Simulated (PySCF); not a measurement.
C$_{4}$H$_{9}$Cl$_{2}$Sn, charge +2, quartet, geometry from GFN2-xTB of the parent state (such geometries of metal compounds can be far from the true shape) (a state made from the parent by changing its charge; the spin is typed, not shown lowest) (core potentials on Sn); DF-BLYP/def2-SV(P) (PySCF).

PySCF was given this input:
```python
from pyscf import gto, scf, dft

mol = gto.M(
    atom='''
Sn    0.395545    0.399773    0.527872
C    -0.191902   -1.693886   -0.668961
C    -0.812247   -1.371258   -1.964910
C    -1.220188   -2.732791   -2.621328
C    -2.462903   -3.353755   -2.011978
H     0.785434   -2.175533   -0.715809
H    -0.849993   -2.140077    0.076823
H    -1.718189   -0.769077   -1.862730
H    -0.112006   -0.871065   -2.637430
H    -1.411438   -2.497970   -3.670075
H    -0.383388   -3.430924   -2.581052
H    -3.283670   -2.641396   -1.981135
H    -2.289829   -3.737984   -1.010417
H    -2.774946   -4.192195   -2.631241
Cl    1.486253    0.997226    2.513820
Cl   -0.287181    2.377933   -0.500729
''',
    basis='def2-sv(p)',
    ecp={'Sn': 'def2-sv(p)'},
    charge=2,
    spin=3,
    verbose=3,
)

mf = dft.UKS(mol)
mf.xc = 'blyp'
mf = mf.density_fit(auxbasis='def2-universal-jkfit')
mf.kernel()
```

Task: What does PySCF print? Leave out banner, timings and long lists.

Result: 
```
SCF not converged.
SCF energy = -1291.03484881627 after 50 cycles  <S^2> = 3.754683  2S+1 = 4.0023408
```

Convergence was not reached.
